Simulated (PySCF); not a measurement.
Telling isomers of C5H11NO2Si2 apart by NMR

Non-relativistic Hamiltonian, no solvent, one conformer, fast rotation and ring inversion assumed for equivalent nuclei. PBE0/pcSseg-1 with gauge-including orbitals; GFN2-xTB geometry; PySCF.

Referencing at the same level of theory: TMS for ¹H (σ = 31.72 ppm), ¹³C (σ = 186.93 ppm). Where no couplings were computed, multiplicities follow the n + 1 count of equivalent neighbours, and m marks all less simple cases (inequivalent or close neighbours, rings, F or P nearby). Shifts are as computed. Against solution values, carbons near 30 ppm lie about +3 ppm off and those near 130 ppm about +5 ppm. Of 1211 compounds with measured shifts, 218 miss one by over three times the rms of a fit or turn the order of signals round; such compounds aren't used in these exercises. OH and NH positions are gas-phase values without hydrogen bonding to other molecules.

(1) Tabulate the signals of `CO[Si@H]([SiH2]O)n1cccc1`, `CO[SiH2][Si@H](O)n1cccc1` and their relative energies.

(2) What is the quickest way to tell CO[Si@H]([SiH2]O)n1cccc1 from CO[SiH2][Si@H](O)n1cccc1?

Answers

(1) 
```tsv
SMILES	carbon types	δC	δH	E rel. (kcal/mol)
CO[Si@H]([SiH2]O)n1cccc1	4×CH 1×CH3	126.4, 117.5, 52.2	6.62 (m, 2H), 6.54 (m, 2H), 5.74 (m, 1H), 5.72 (m, 1H), 5.18 (m, 1H), 4.10 (s, 3H), 0.48 (br s, 1H)	0.0
CO[SiH2][Si@H](O)n1cccc1	4×CH 1×CH3	123.2, 117.3, 56.8	6.77 (m, 2H), 6.61 (m, 2H), 6.15 (m, 1H), 5.11 (m, 1H), 5.06 (m, 1H), 3.73 (s, 3H), 1.48 (br s, 1H)	0.7
```

Energies are electronic energies at PBE0/pcSseg-1 on these geometries, without zero-point or thermal terms, each for the one conformer computed, which needn't be the lowest.

(2) Both give the same number of carbon signals, with the same numbers of each carbon type, so the positions decide. The first has a methyl carbon bonded to O (CH3) at 52.2 ppm, the second a methyl carbon bonded to O (CH3) at 56.8 ppm. Their most deshielded carbons lie at 126.4 and 123.2 ppm.
